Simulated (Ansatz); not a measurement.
Species: PH, net charge 0, triplet state. SMILES: [PH]
Geometry from a B3LYP-D3(BJ)/def2-TZVP (Ansatz, a program for electronic structure) optimisation:
```
P
H 1 1.4285
```
Charge 0, spin multiplicity 3.

Quantity: atomisation energy, in kcal/mol. Terms: no spin-orbit coupling; LANL2DZ with its own core potentials from Na on; non-relativistic; valence correlation only; 6-31G* and kin with 6d, 5d where marked; atomisation electronic, to ground-state atoms; UHF or UKS for open shells; 6-311+G** with 5d, 6d on Na to Ar in Ansatz. CBS marks a two-point X^-3 extrapolation of the correlation energy; Hartree-Fock from the larger set (for Q and 5 zeta extrapolated as (X+1)exp(-9√X)). Ab initio and DFT rows: single points at B3LYP-D3(BJ) geometries (Ansatz).

Coupled cluster (Ansatz) is a level with limits of its own, used here on species with T1 under 0.025 (0.045 for open shells) and stable references: CCSD(T)/CBS(cc-pV(Q+d)Z,cc-pV(5+d)Z).

Value to compare with, CCSD(T)/CBS(cc-pV(Q+d)Z,cc-pV(5+d)Z) (Ansatz): 73.3 kcal/mol.

| level | program | atomisation energy (kcal/mol) | difference |
|---|---|---|---|
| B3LYP/STO-3G | Ansatz | 100.4 | 27.1 |
| B3LYP/3-21G | Ansatz | 67.5 | -5.8 |
| B3LYP/LANL2DZ | Ansatz | 67.1 | -6.2 |
| B3LYP/6-31G | Ansatz | 66.4 | -6.9 |
| B3LYP/6-31G* | Ansatz | 74.5 | 1.2 |
| B3LYP/6-31+G* | Ansatz | 74.7 | 1.4 |
| B3LYP/6-31G** | Ansatz | 75.7 | 2.4 |
| B3LYP/def2-SVP | Ansatz | 75.6 | 2.3 |
| B3LYP/cc-pVDZ | Ansatz | 74.6 | 1.3 |
| B3LYP/6-311+G** | Ansatz | 75.6 | 2.3 |
| B3LYP/def2-TZVPD | Ansatz | 77.1 | 3.8 |

Among the 10 habitual levels, B3LYP/STO-3G lies farthest from CCSD(T)/CBS(cc-pV(Q+d)Z,cc-pV(5+d)Z) (Ansatz) (27.1 kcal/mol); 7 of 10 lie above it, and their mean absolute difference is 5.7 kcal/mol, the median 2.3. One case shows no general order.

The sets are all those run for this method; runs whose electronic state is in doubt are left out.
